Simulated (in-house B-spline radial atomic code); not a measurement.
Inner levels of osmium as electrons are removed. A shift is the extra binding of the orbital against the neutral atom ([Xe] 4f14 5d3/2(4) 5d5/2(2) 6s2). The density at the nucleus is averaged over the nuclear charge. Computed with a B-spline radial code for spherical atoms: Dirac-Hartree-Fock, jj configuration that fills j = l - 1/2 first, finite nuclei.

A number in brackets counts the electrons of a j subshell.

```
  ion                             configuration  shift of 2s1/2 (eV)  shift of 4p3/2 (eV)  shift of 4d5/2 (eV)  radius of 2s1/2 (bohr)  radius of 4p3/2 (bohr)  radius of 4d5/2 (bohr)  Σ<r²> (bohr²)  change of density at nucleus (bohr⁻³)
 Os8+                                 [Xe] 4f14               120.71               118.84               118.63                0.074213                 0.46796                 0.49316         20.692                                  39.85
 Os9+      [Kr] 4d10 4f14 5s2 5p1/2(2) 5p3/2(3)               144.55               141.53               141.48                0.074212                 0.46835                 0.49261         18.955                                 118.21
Os10+      [Kr] 4d10 4f14 5s2 5p1/2(2) 5p3/2(2)               169.16               164.84               164.96                 0.07421                 0.46828                   0.492          17.32                                 200.37
Os11+      [Kr] 4d10 4f14 5s2 5p1/2(2) 5p3/2(1)               194.52               188.75               189.04                0.074209                 0.46818                 0.49134         15.775                                  286.3
Os12+               [Kr] 4d10 4f14 5s2 5p1/2(2)               220.62               213.24               213.71                0.074207                 0.46805                 0.49063         14.312                                 375.97
Os13+  [Kr] 4d10 4f5/2(6) 4f7/2(7) 5s2 5p1/2(2)               259.75               249.67               248.79                0.074209                 0.46614                 0.48726         13.535                                 552.61
Os14+                        [Kr] 4d10 4f14 5s2                    ?                    ?                    ?                       ?                       ?                       ?              ?                                      ?
Os15+           [Kr] 4d10 4f5/2(6) 4f7/2(7) 5s2               318.47               304.67                303.7                0.074204                 0.46525                 0.48557         11.174                                 594.25
Os16+           [Kr] 4d10 4f5/2(6) 4f7/2(6) 5s2               361.32               343.82               341.44                0.074207                 0.46312                 0.48199         10.574                                 782.02
Os17+           [Kr] 4d10 4f5/2(6) 4f7/2(6) 5s1               393.12               373.48               371.11                0.074206                 0.46242                 0.48081         9.5885                                -465.21
Os18+               [Kr] 4d10 4f5/2(6) 4f7/2(6)               425.57               403.63               401.27                0.074206                 0.46169                 0.47959         8.6392                               -1781.78
Os19+               [Kr] 4d10 4f5/2(6) 4f7/2(5)               471.88               445.22               441.43                0.074208                 0.45939                  0.4759         8.1591                               -1696.92
Os20+               [Kr] 4d10 4f5/2(6) 4f7/2(4)               519.84               487.87               482.64                0.074211                 0.45701                 0.47217         7.7111                               -1603.85
Os21+               [Kr] 4d10 4f5/2(6) 4f7/2(3)                    ?                    ?                    ?                       ?                       ?                       ?              ?                                      ?
Os22+               [Kr] 4d10 4f5/2(6) 4f7/2(2)                    ?                    ?                    ?                       ?                       ?                       ?              ?                                      ?
Os23+               [Kr] 4d10 4f5/2(6) 4f7/2(1)               673.39               621.86               612.33                0.074221                 0.44951                 0.46089         6.5273                               -1275.27
Os24+                        [Kr] 4d10 4f5/2(6)               727.74               668.44               657.51                0.074224                 0.44691                 0.45713         6.1776                               -1149.32
Os25+                        [Kr] 4d10 4f5/2(5)               784.25               716.87               705.72                0.074228                 0.44418                  0.4531         5.8511                               -1010.25
Os26+                        [Kr] 4d10 4f5/2(4)               842.32               766.21               754.86                0.074231                 0.44143                 0.44909         5.5415                                -862.93
Os27+                        [Kr] 4d10 4f5/2(3)               901.93               816.42               804.94                0.074235                 0.43865                  0.4451         5.2475                                -707.35
```

(1) Fill in the row of Os14+.

(2) Fill in the row of Os21+.

(3) Fill in the row of Os22+.

Answers

(1) shift of 2s1/2 (eV): 277.36; shift of 4p3/2 (eV): 266.72; shift of 4d5/2 (eV): 267.13; radius of 2s1/2 (bohr): 0.074202; radius of 4p3/2 (bohr): 0.46727; radius of 4d5/2 (bohr): 0.48906; Σ<r²> (bohr²): 11.823; change of density at nucleus (bohr⁻³): 416.84.

(2) shift of 2s1/2 (eV): 569.42; shift of 4p3/2 (eV): 531.55; shift of 4d5/2 (eV): 524.87; radius of 2s1/2 (bohr): 0.074214; radius of 4p3/2 (bohr): 0.45456; radius of 4d5/2 (bohr): 0.46842; Σ<r²> (bohr²): 7.2917; change of density at nucleus (bohr⁻³): -1502.54.

(3) shift of 2s1/2 (eV): 620.61; shift of 4p3/2 (eV): 576.22; shift of 4d5/2 (eV): 568.11; radius of 2s1/2 (bohr): 0.074217; radius of 4p3/2 (bohr): 0.45206; radius of 4d5/2 (bohr): 0.46466; Σ<r²> (bohr²): 6.898; change of density at nucleus (bohr⁻³): -1393.02.
